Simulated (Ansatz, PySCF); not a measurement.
Molecule: CHO, net charge 0, doublet state. It need not be the lowest isomer of its formula. 
Structure (B3LYP-D3(BJ)/def2-TZVP (Ansatz, a first-principles code) minimum search):
SMILES: [C-]=[OH+]
```xyz
3

C     -0.0947    -0.0290    -0.7845
O     -0.0341    -0.0108     0.4813
H      0.8408     0.2606     0.8568
```
Charge 0, spin multiplicity 2.

Total electronic energies in hartree. Valence correlation only, unless marked. UHF or UKS for open shells. No spin-orbit coupling. Non-relativistic. CBS(X,Y): correlation extrapolated as X^-3; Hartree-Fock from the larger set.

| level | program | energy (Eh) |
|---|---|---|
| HF/def2-SVP | Ansatz | -113.10553 |
| M06-L-D4/def2-TZVPD | PySCF + dftd4 | -113.81136 |
| PBE0-D4/def2-TZVPD | Ansatz + dftd4 | ? |
| r2SCANh-D4/def2-TZVPD | Ansatz + dftd4 | -113.76671 |
| LC-wPBE-D4/def2-TZVPD | Ansatz + dftd4 | -113.75904 |
| wB97M-V/def2-TZVPD | Ansatz | -113.79948 |
| RPA@PBE/cc-pVTZ | Ansatz | -113.78791 |
| SCS-MP2/STO-3G | Ansatz | -111.76524 |
| SCS-MP2/def2-SVPD | Ansatz | -113.39120 |
| CCSD/STO-3G | Ansatz | -111.78247 |
| CCSD/aug-cc-pVTZ | Ansatz | -113.61200 |
| CCSD/cc-pwCVTZ | Ansatz | -113.61109 |
| CCSD/cc-pVQZ | Ansatz | -113.63577 |
| CCSD/CBS(def2-TZVPPD,def2-QZVPPD) | Ansatz | -113.6530 |
| CCSD(T)/CBS(aug-cc-pVTZ,aug-cc-pVQZ) | Ansatz | -113.6703 |

Question: Some entries are withheld; supply them.

Answer: 
- PBE0-D4/def2-TZVPD, energy (Eh): -113.70563
